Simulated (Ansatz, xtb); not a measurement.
**Relative energy of two isomers of C5H4BrN**

We compare a, `C=C(C#N)/C=C\Br`, a singlet, with b, `C=C1N=CC=C1Br`, a singlet. Both are isolated molecules in the gas phase, relaxed with r2SCAN-D4/def2-SVP; the shapes shown needn't be the lowest conformers.

a (Å):

```xyz
11

C     0.3238    1.4113   -0.1460
C     0.6160    0.1812    0.3501
C    -0.4807   -0.7375    0.5084
C     1.9876   -0.1754    0.7024
C     2.5239   -1.3066    1.1982
Br    1.6388   -2.9003    1.6282
N    -1.4280   -1.4089    0.6013
H     1.1162    2.1512   -0.2876
H    -0.6982    1.6875   -0.4123
H     2.7085    0.6321    0.5281
H     3.5971   -1.3650    1.3943
```

b (Å):

| atom | x (Å) | y (Å) | z (Å) |
| --- | --- | --- | --- |
| C | -0.7487 | 0.6202 | 0.7077 |
| C | 0.4813 | 0.1328 | 0.4515 |
| C | 2.2558 | -0.3707 | -0.6680 |
| C | 2.5244 | -0.8532 | 0.6880 |
| C | 1.4041 | -0.5345 | 1.3915 |
| Br | 1.0517 | -0.8560 | 3.1963 |
| N | 1.0903 | 0.1950 | -0.8153 |
| H | -1.1833 | 0.5502 | 1.7078 |
| H | -1.3178 | 1.0917 | -0.0971 |
| H | 2.9515 | -0.4605 | -1.5106 |
| H | 3.4223 | -1.3548 | 1.0482 |

Q: Estimate which is lower in electronic energy at CCSD(T)/def2-SVP + ΔMP2/def2-TZVPP, and by roughly how much.

A: The CCSD(T)/def2-SVP + ΔMP2/def2-TZVPP calculation puts structure b lower, by 5.4 kcal/mol.

Level by level:

```json
{"level": "GFN2-xTB", "geometry": "GFN2-xTB", "E(b) − E(a) (kcal/mol)": "−25.6", "departure from the last row (kcal/mol)": "−20.2", "job, with rough time for the two": "optimisation, 0.2 s"}
{"level": "HF/STO-3G", "geometry": "GFN2-xTB", "E(b) − E(a) (kcal/mol)": "−10.4", "departure from the last row (kcal/mol)": "−4.9", "job, with rough time for the two": "single point, 1.2 s"}
{"level": "r2SCAN-D4/def2-SVP//GFN2-xTB", "geometry": "GFN2-xTB", "E(b) − E(a) (kcal/mol)": "−12.7", "departure from the last row (kcal/mol)": "−7.3", "job, with rough time for the two": "single point, 6.5 s"}
{"level": "r2SCAN-D4/def2-SVP", "geometry": "r2SCAN-D4/def2-SVP", "E(b) − E(a) (kcal/mol)": "−12.3", "departure from the last row (kcal/mol)": "−6.9", "job, with rough time for the two": "optimisation, 43 s"}
{"level": "HF/def2-SVP", "geometry": "r2SCAN-D4/def2-SVP", "E(b) − E(a) (kcal/mol)": "−3.3", "departure from the last row (kcal/mol)": "+2.1", "job, with rough time for the two": "part of the CCSD(T) run"}
{"level": "MP2/def2-SVP", "geometry": "r2SCAN-D4/def2-SVP", "E(b) − E(a) (kcal/mol)": "−4.6", "departure from the last row (kcal/mol)": "+0.8", "job, with rough time for the two": "part of the CCSD(T) run"}
{"level": "CCSD(T)/def2-SVP", "geometry": "r2SCAN-D4/def2-SVP", "E(b) − E(a) (kcal/mol)": "−3.8", "departure from the last row (kcal/mol)": "+1.6", "job, with rough time for the two": "single point"}
{"level": "CCSD(T)/def2-SVP + ΔMP2/def2-TZVPP", "geometry": "r2SCAN-D4/def2-SVP", "E(b) − E(a) (kcal/mol)": "−5.4", "departure from the last row (kcal/mol)": "", "job, with rough time for the two": "single point, 1.7 min"}
```

As drawn, b has 1 C–N, 1 C=N in place of 1 C≡N. Structure a has no ring, b a 5-membered ring.

The levels shown agree on the order. The largest departure from CCSD(T)/def2-SVP + ΔMP2/def2-TZVPP is that of GFN2-xTB, 20.2 kcal/mol. The last row adds to CCSD(T) the change of the MP2 difference between the two basis sets, here −1.6 kcal/mol.

With thermal terms from frequencies at re-optimised GFN2-xTB minima (ideal gas, soft modes damped towards free rotors, one conformer each, 298.15 K, 1 atm): on the last row, ΔE + ΔZPE = −4.2, ΔH = −5.0, ΔG = −3.2 kcal/mol.

The correlated steps freeze 15 core orbitals; the filled d shell of Br is correlated, in a basis made for valence electrons. Codes used: Ansatz 0.2.0, xtb 6.7.1; the last row on 2 threads of Intel(R) Xeon(R) Processor @ 2.70GHz on a shared host.
